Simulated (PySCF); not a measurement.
LDA on Mo⁻ (molybdenum, charge -1), [Kr] 4d5 5s2, high-spin 6S determinant. All numbers are calculated (PySCF 2.14, scalar relativity by spin-free X2C-1e, in aug-cc-pVTZ-DK (9s8p6d3f2g, 102 functions)).

```
cycle= 1 E= -4043.53013725954  delta_E= -0.0355  |g|= 0.074  |ddm|= 3.13
cycle= 2 E= -4043.53101035892  delta_E= -0.000873  |g|= 0.0335  |ddm|= 0.398
cycle= 3 E= -4043.53131949097  delta_E= -0.000309  |g|= 0.0327  |ddm|= 0.275
cycle= 4 E= -4043.53200910347  delta_E= -0.00069  |g|= 0.00174  |ddm|= 0.0627
cycle= 5 E= -4043.53201388844  delta_E= -4.78e-06  |g|= 0.000333  |ddm|= 0.00887
cycle= 6 E= -4043.53201402073  delta_E= -1.32e-07  |g|= 2.64e-05  |ddm|= 0.00281
cycle= 7 E= -4043.53201402211  delta_E= -1.38e-09  |g|= 1.14e-06  |ddm|= 0.000125
cycle= 8 E= -4043.53201402212  delta_E= -7.73e-12  |g|= 5.58e-08  |ddm|= 2.94e-05
converged SCF energy = -4043.53201402212  <S^2> = 8.8326672  2S+1 = 6.0274928
```

Highest occupied orbital energy: 1.037 eV; ⟨L²⟩ = 0.00; populations by l: s 10.00, p 18.00, d 15.00, f 0.00.

Can this result be used?

With care. Self-consistency was reached. ⟨S²⟩ = 8.83 against 8.75 shows spin contamination. At LDA the highest occupied level has a positive energy, so only the finite basis holds that electron; in a semilocal or global hybrid functional this comes from self-interaction and does not mean that the real anion is unbound.
